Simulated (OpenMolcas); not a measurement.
Mo4+ (d2) in a complex was computed by CASSCF with the d shell active (OpenMolcas, ANO-RCC-VDZP on the metal). Its lowest spin-free states, and all those of the highest spin:

```tsv
2S+1	Degeneracy	E (cm-1)
3	1	0.0
3	1	1306
3	1	5241
1	1	8496
1	1	9703
1	1	11610
1	1	15445
1	1	16000
3	1	20291
3	1	20772
3	1	24380
1	1	26527
3	1	41242
3	1	45872
3	1	52878
3	1	58660
```

Q: Is the site octahedral, tetrahedral or cube-like, axial, or of lower symmetry?

A: The states with 2S+1 = 3 have orbital degeneracies 1, 1, 1, 1, 1, 1, 1, 1, 1, 1. No state of this spin is degenerate, so the site is of lower symmetry, with no axis of order three or more. The run had Mo4+ with 5 ligands (water) in square pyramidal coordination (C2v) at 1.95 Å, the axial distance 1.970 Å. Ligand basis ANO-RCC-VDZP.

Without dynamic correlation the repulsion within the d shell is too large (B by tens of per cent), so at a given field states of lower spin stand too high. The least metal-like active orbital is 73 % on the metal (Löwdin) and no ligand orbital is active, so the numbers are rough. With metal d orbitals alone the field can be off either way by tens of per cent. Ligand-to-metal charge-transfer states are missing. With no ligand orbital active B as a rule stays too high, so bands that hang on it stand too high and its fall with covalency is understated. No measured value stands beside these numbers; the geometry was imposed, not optimised, and the real ion may take another.
